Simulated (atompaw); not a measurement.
# Hf: variants of one PAW (atompaw) potential

Base potential:

atompaw 4.2.0.5 input, output lines left out:

```
Hf 72
GGA-PBE scalarrelativistic loggrid 2001 logderivrange -7 5 301
6 6 5 4 0 0
6 1 0
5 2 2
0 0 0
c
c
c
c
v
v
c
c
c
v
v
c
c
v
c
3
2.95 2.90 2.15 1.50
n
n
y
4.2
n
y
0.35
y
1.65
n
custom rrkj vanderbiltortho sinc
4 0 troulliermartins
1.60
2.95
2.20
2.20
2.90
2.95
2.95
2.95
```

All-electron outer shells of the reference configuration (PBE, scalar-relativistic, ld1.x):

| shell | level (eV) | outermost node (bohr) | outermost maximum (bohr) |
| --- | --- | --- | --- |
| 4d | -206.67 | 0.23 | 0.47 |
| 5s | -67.02 | 0.55 | 1.01 |
| 5p | -35.57 | 0.60 | 1.16 |
| 4f | -16.83 | – | 0.45 |
| 6s | -5.11 | 1.37 | 2.89 |
| 5d | -2.69 | 0.67 | 1.69 |
| 6p | -1.40 | 1.66 | 4.05 |

Cutoffs, loose and tight: the cutoffs (Ry, on a coarse ladder) from which the occupation-weighted sum of valence levels, in a spherical-Bessel basis at the reference potential, stays within 10 and 1 mRy of its value at 400 Ry. They see the waves, projectors and local potential, not the compensation charge or the core. A dash means not determined.

| change | outcome | cutoff, loose | cutoff, tight | bound ghosts |
| --- | --- | --- | --- | --- |
| base | generated | 21 Ry | 30 Ry | none |
| all radii scaled by about 0.73 (s 1.18, p 1.62, d 2.12, f 2.16 bohr); local potential troulliermartins scheme with l = 4 at 0 Ry, radius 1.58 bohr; augmentation sinc compensation charge, radius 2.12 bohr; PAW radius 2.16 bohr; waves and projectors: custom rrkj vanderbiltortho; core correction smooth core density matched at 1.10 bohr | failed: atompaw: The overlap operator has at least one negative eigenvalue! | – | – | – |
| all radii scaled by about 0.82 (s 1.32, p 1.80, d 2.38, f 2.42 bohr); local potential troulliermartins scheme with l = 4 at 0 Ry, radius 1.76 bohr; augmentation sinc compensation charge, radius 2.38 bohr; PAW radius 2.42 bohr; waves and projectors: custom rrkj vanderbiltortho; core correction smooth core density matched at 1.22 bohr | generated | 25 Ry | 45 Ry | none |
| all radii scaled by about 0.88 (s 1.42, p 1.94, d 2.56, f 2.62 bohr); local potential troulliermartins scheme with l = 4 at 0 Ry, radius 1.90 bohr; augmentation sinc compensation charge, radius 2.56 bohr; PAW radius 2.62 bohr; waves and projectors: custom rrkj vanderbiltortho; core correction smooth core density matched at 1.32 bohr | generated | 25 Ry | 40 Ry | none |
| all radii scaled by about 1.04 (s 1.66, p 2.30, d 3.02, f 3.08 bohr); local potential troulliermartins scheme with l = 4 at 0 Ry, radius 2.24 bohr; augmentation sinc compensation charge, radius 3.02 bohr; PAW radius 3.08 bohr; waves and projectors: custom rrkj vanderbiltortho; core correction smooth core density matched at 1.56 bohr | failed: atompaw: The overlap operator has at least one negative eigenvalue! | – | – | – |
| all radii scaled by about 1.10 (s 1.76, p 2.42, d 3.20, f 3.26 bohr); local potential troulliermartins scheme with l = 4 at 0 Ry, radius 2.38 bohr; augmentation sinc compensation charge, radius 3.20 bohr; PAW radius 3.26 bohr; waves and projectors: custom rrkj vanderbiltortho; core correction smooth core density matched at 1.66 bohr | failed: atompaw: The overlap operator has at least one negative eigenvalue! | – | – | – |
| all radii scaled by about 1.16 (s 1.86, p 2.56, d 3.38, f 3.44 bohr); local potential troulliermartins scheme with l = 4 at 0 Ry, radius 2.50 bohr; augmentation sinc compensation charge, radius 3.38 bohr; PAW radius 3.44 bohr; waves and projectors: custom rrkj vanderbiltortho; core correction smooth core density matched at 1.74 bohr | failed: atompaw: The overlap operator has at least one negative eigenvalue! | – | – | – |
| all radii scaled by about 1.30 (s 2.08, p 2.86, d 3.76, f 3.82 bohr); local potential troulliermartins scheme with l = 4 at 0 Ry, radius 2.78 bohr; augmentation sinc compensation charge, radius 3.76 bohr; PAW radius 3.82 bohr; waves and projectors: custom rrkj vanderbiltortho; core correction smooth core density matched at 1.94 bohr | generated | 12 Ry | 21 Ry | none |

(1) What comes out with this change to the base: all radii scaled by about 0.93 (s 1.50, p 2.06, d 2.70, f 2.76 bohr); local potential troulliermartins scheme with l = 4 at 0 Ry, radius 2.00 bohr; augmentation sinc compensation charge, radius 2.70 bohr; PAW radius 2.76 bohr; waves and projectors: custom rrkj vanderbiltortho; core correction smooth core density matched at 1.40 bohr?

(2) What comes out with this change to the base: all radii scaled by about 1.24 (s 1.98, p 2.72, d 3.58, f 3.64 bohr); local potential troulliermartins scheme with l = 4 at 0 Ry, radius 2.66 bohr; augmentation sinc compensation charge, radius 3.58 bohr; PAW radius 3.64 bohr; waves and projectors: custom rrkj vanderbiltortho; core correction smooth core density matched at 1.86 bohr?

Results:

(1) outcome: generated; cutoff, loose: 21 Ry; cutoff, tight: 35 Ry; bound ghosts: none.

(2) outcome: generated; cutoff, loose: 15 Ry; cutoff, tight: 25 Ry; bound ghosts: none.

Reading the sweep of the scale of all radii (base = 1) (base included, trends over the rows without a ghost): The loose cutoff falls from 25 Ry at 0.82 to 12 Ry at 1.3. A larger radius leaves more room for a smooth pseudo-wave, so fewer plane waves are needed; a smaller one forces it to follow the all-electron wave where it bends sharply. The generation fails at 0.73, 1.04, 1.1, 1.16.
